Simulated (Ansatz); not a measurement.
Cost and result for the atomization energy of C₃H₇AlSn, SMILES `[SnH3]/[CH]=[C]1\[CH2][AlH]1` (12 atoms, 12 bonds).

```xyz
12

Sn    0.4448   -1.6471    1.3058
C    -0.0041    0.4309    1.1034
C    -0.3446    0.9625   -0.0636
C    -0.3317    0.3426   -1.4719
Al   -0.3383    2.2678   -1.4262
H     0.7554   -2.0062    2.9494
H    -0.8635   -2.6046    0.7647
H     1.8252   -2.0722    0.3879
H     0.0388    1.0561    1.9929
H    -1.3130   -0.0503   -1.7644
H     0.4517   -0.3827   -1.7018
H    -0.3206    3.7031   -2.0763
```

Charge 0, multiplicity 1. Correlated methods include outer-core shells of Sn, which these sets cover unevenly. Sn takes the def2 core potential. The geometry is a stationary point of PBE0-D4/def2-TZVP. Program: Ansatz. All runs use 4 threads of an Arm Neoverse V1 on a shared host. Times are those of one run each, without the atoms' runs, and a repeat can differ threefold. Electronic energies, without spin–orbit coupling; frozen cores. CCSD(T)/CBS adds CCSD(T) − MP2 in def2-TZVPP to the MP2 limit, and its time is that of the two runs behind it. T1 = 0.014; the RHF reference is unstable towards UHF. With those shells the extrapolation isn't a true limit. B3LYP takes the VWN-RPA correlation (the form of Gaussian; ORCA's B3LYP/G).

CCSD(T)/CBS is a level of theory with its own doubt, some kJ/mol a heavy atom from the limit and from the frozen cores, so smaller differences don't rank the functionals.

```
                             level  functions  wall time
   PBE-D4/def2-TZVPP (with forces)        283      3.9 s
                PBE0-D4/def2-TZVPP        283      4.9 s
r2SCAN-D4/def2-TZVPP (with forces)        283      7.5 s
 B3LYP-D4/def2-TZVPP (with forces)        283      8.5 s
                 B2PLYP/def2-TZVPP        283      9.5 s
                ωB97X-V/def2-TZVPP        283       13 s
  ωB97M-V/def2-TZVPP (with forces)        283       19 s
                    MP2/def2-QZVPP        533       45 s
                CCSD(T)/def2-TZVPP        283    6.6 min
                 CCSD(T)/CBS(def2)          –    7.3 min
```

Q: What atomization energy does each give, and how far from CCSD(T)/CBS? (Estimate.)

A: The calculation gave: 
```tsv
level	atomization (kcal/mol)	difference from CCSD(T)/CBS	per bond
PBE-D4/def2-TZVPP (with forces)	956.8	14.7	1.2
PBE0-D4/def2-TZVPP	942.4	0.3	0.0
r2SCAN-D4/def2-TZVPP (with forces)	944.5	2.4	0.2
B3LYP-D4/def2-TZVPP (with forces)	937.5	-4.6	-0.4
B2PLYP/def2-TZVPP	926.4	-15.7	-1.3
ωB97X-V/def2-TZVPP	943.8	1.7	0.1
ωB97M-V/def2-TZVPP (with forces)	941.1	-1.0	-0.1
MP2/def2-QZVPP	939.5	-2.6	-0.2
CCSD(T)/def2-TZVPP	918.8	-23.3	-1.9
CCSD(T)/CBS(def2)	942.1	0.0	0.0
```

From PBE to PBE0 (25 % exact exchange), in def2-TZVPP and without D4, the atomization energy moves by −13.4 kcal/mol: exact exchange takes away binding that semilocal exchange gives to molecules. The D4 term adds +11.3 kcal/mol with B3LYP and +6.0 kcal/mol with PBE0; it sums over pairs of atoms, weighted by their polarisabilities, and B3LYP, whose exchange is more repulsive, gets the larger term. In def2-TZVPP, CCSD(T) changes the Hartree–Fock value by +246.2 kcal/mol (the triples alone add +16.8 kcal/mol) and MP2 by +253.1 kcal/mol; breaking electron pairs costs correlation energy, which Hartree–Fock lacks.

Spin–orbit coupling would lower the free Sn atoms strongly, and the atomization energy with them, by more than many differences here. For some Ge, Se and Sn compounds the MP2-based and the directly extrapolated limit differ by 10 to 25 kJ/mol.
